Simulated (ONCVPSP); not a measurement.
**Al (Z = 13) ONCV: all-electron and pseudo phase curves**

aluminium (Al), optimised norm-conserving Vanderbilt (ONCV), made with ONCVPSP 4.0.1 (PBEsol, scalar-relativistic). Core [He], reference 2s2 2p6 3s2 3p0.5 (charge +0.5). Waves: 2s+3s: rc 1.30 bohr, ncon 4, nbas 8, qcut 10.9 1/bohr, 2 projectors; 2p+3p: rc 1.15 bohr, ncon 4, nbas 7, qcut 14.7 1/bohr, 2 projectors; d scattering state at 0.03 Ha: rc 1.30 bohr, ncon 3, nbas 7, qcut 7.4 1/bohr, 3 projectors, debl 1 Ha. Local part: polynomial inside 0.75 bohr (lpopt 5, dvloc0 3 Ha). Core correction: Teter function, fcfact 5.5, rcfact 1.5.

The phase is arctan(r·R′/R) of the radial function R(r), unwrapped; energies in Ha, scanned from -6 to 5 Ha. A pole is an energy at which the radial function vanishes at the test radius. The pseudo phase is shifted by a multiple of π to meet the all-electron one at the reference energy, and phase errors are pseudo minus all-electron; the curves can meet again beyond the range given. Levels narrower than the energy grid can be missing from the lists of poles.

Q: For each channel, where are the poles, and over which energies does the pseudopotential scatter like the atom?

A:

```tsv
channel	radius (bohr)	reference energy (Ha)	poles, all-electron	poles, pseudo	unbroken range about the reference energy with phases within 0.05 rad	phase error 1 Ha above the reference energy (rad)
s	1.32	-0.41	-3.84	-3.84	the whole range	-0.000
p	1.17	-0.21	-2.17	-2.17	the whole range	+0.000
d	1.32	0.03	4.86	4.86	the whole range	-0.000
```

Note: ghosts flagged at negative energy: d at -2666.7 eV; no localised positive-energy state flagged. A true bound ghost makes a file unfit for plane-wave use.

Phases in the s channel:

```csv
E (Ha),all-electron,pseudo
-5.96,1.167,1.167
-5.40,1.070,1.070
-4.84,0.773,0.773
-4.28,-0.969,-0.969
-3.72,-1.631,-1.631
-3.16,-1.792,-1.792
-2.60,-1.892,-1.892
-2.04,-1.987,-1.987
-1.48,-2.103,-2.103
-0.92,-2.268,-2.268
-0.36,-2.532,-2.532
0.20,-2.958,-2.958
0.76,-3.492,-3.492
1.32,-3.914,-3.915
1.88,-4.173,-4.174
2.44,-4.330,-4.331
3.00,-4.433,-4.434
3.56,-4.505,-4.506
4.12,-4.559,-4.561
4.68,-4.602,-4.604
```
